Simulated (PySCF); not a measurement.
A geometry optimisation on `C1=C[PH+](C(C)(C)C)C=CC1`.

Method: PBE0-D3(BJ)/def2-SVP geometry optimisation, gas phase (PySCF 2.14.0). Start geometry: GFN2-xTB. The input is one job of a driver script: a line of settings, then coordinates in Å.

Command:
```bash
OMP_NUM_THREADS=1 python probes_run.py task.json out
```

Input:
```
{"job": {"xc": "PBE0", "basis": "def2-SVP", "d3": "d3bj", "grid": 1, "shake": 0.01, "kind": "geom"}, "charge": 1, "multiplicity": 1}
C     -1.203570     0.888170     1.157700
C     -1.463920    -0.151330     0.080180
C     -2.340010     0.386670    -1.067850
C     -2.020680    -1.421420     0.669040
P      0.186160    -0.605220    -0.650580
C      1.338220    -1.233520     0.549370
C      2.505770    -0.619710     0.800120
C      3.020540     0.623210     0.143570
C      2.216330     1.184950    -0.961180
C      1.032050     0.751350    -1.414010
H     -0.580260     0.536260     1.950790
H     -0.769890     1.810610     0.731810
H     -2.200860     1.204520     1.596030
H     -1.922090     1.311570    -1.461840
H     -2.419060    -0.354980    -1.859890
H     -3.318570     0.625380    -0.681130
H     -1.456390    -1.780540     1.504400
H     -2.139190    -2.201990    -0.075060
H     -3.057890    -1.228860     1.047380
H     -0.091970    -1.568070    -1.585250
H      1.050950    -2.146660     1.060200
H      3.170440    -1.056800     1.534640
H      4.032690     0.437070    -0.225520
H      3.118150     1.397640     0.908920
H      2.706880     2.003840    -1.477080
H      0.537980     1.232470    -2.271480
```

Output:
```
step   0  E = -692.79873964  max force = 0.032683
step   1  E = -692.80368634  max force = 0.007797
step   2  E = -692.80461757  max force = 0.002497
step   3  E = -692.80486299  max force = 0.001062
step   4  E = -692.80501337  max force = 0.002144
step   5  E = -692.80515297  max force = 0.001993
step   6  E = -692.80523256  max force = 0.001025
step   7  E = -692.80525296  max force = 0.000340
step   8  E = -692.80525652  max force = 0.000266
optimisation converged
```

Energies in Eh; «max force» is the largest Cartesian gradient component in Eh/bohr.

Task: How much energy does the optimisation release, in kJ/mol?

Result: E(step 0) − E(last step) = 0.006517 Eh, which is 17.1 kJ/mol.

Summary of the converged run: final energy -692.80526 Eh after 8 steps.

Hardware: one thread of an Arm Neoverse V1, on a shared host. Cost: 5.6 min wall, 1.0 GiB resident at most.
Labels such as C1 count atoms from 1, the log's own numbers from 0.
